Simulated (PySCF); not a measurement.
# Nb³⁰⁺: ionisation energy

Nb³⁰⁺ [Ne] 3s1 [3s1/2^1, M_J = 1/2] → Nb³¹⁺ [Ne], as a difference of total energies. Calculation: PySCF 2.14, in an uncontracted even-tempered set (18 s from 4.9 bohr⁻², ratio 2.4; 13 p from 6.4 bohr⁻², ratio 2.4; 4 d from 21 bohr⁻², ratio 2.6; 4 f from 31 bohr⁻², ratio 2.6); the two-component X2C-1e Hamiltonian. Correlated levels: 1s2 frozen; the 50 highest virtual spinors dropped. "Screened" scales the spin-orbit matrix elements by Boettger's factors to mimic the two-electron term; Breit and QED terms are absent.

```csv
method,ionisation energy (eV)
GHF (screened spin-orbit),1684.5
GMP2 (screened spin-orbit),1685.2
```

Breit and QED terms and the two-electron picture change are absent.

For comparison: 1684.97 ± 0.05 eV (semi-empirical (NIST evaluation); NIST Atomic Spectra Database, ionization energies).
